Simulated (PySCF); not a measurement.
The numbers are results of ωB97X-D3(BJ)/def2-TZVP // B3LYP-D3(BJ)/def2-SVP run with PySCF, not measurements. Gas-phase values, no solvent. One relaxed conformer stands for a flexible species; it need not be the lowest. Delta-SCF ions had no search for a lower state. Excitations are Tamm–Dancoff values on a coarser integration grid. The basis has no diffuse functions, so Rydberg states are missing or too high.

Reference species (SMILES): `CN(C)B(N(C)C)N(C)C` (neutral, multiplicity 1).

The S1 excitation (TDA) is 6.32 eV and the vertical ionisation energy (Delta-SCF) is 7.82 eV.

Changed species: `IB(I)I` (3 of 3 N(CH3)2 replaced by I; the reference has 0 of 3 N(CH3)2 replaced by I).

### Question
Predict the effect on the S1 excitation (TDA) and vertical ionisation energy (Delta-SCF).

### Answer
the S1 excitation (TDA) falls by 2.27 eV, to 4.05 eV; the vertical ionisation energy (Delta-SCF) increases by 1.90 eV, to 9.72 eV.
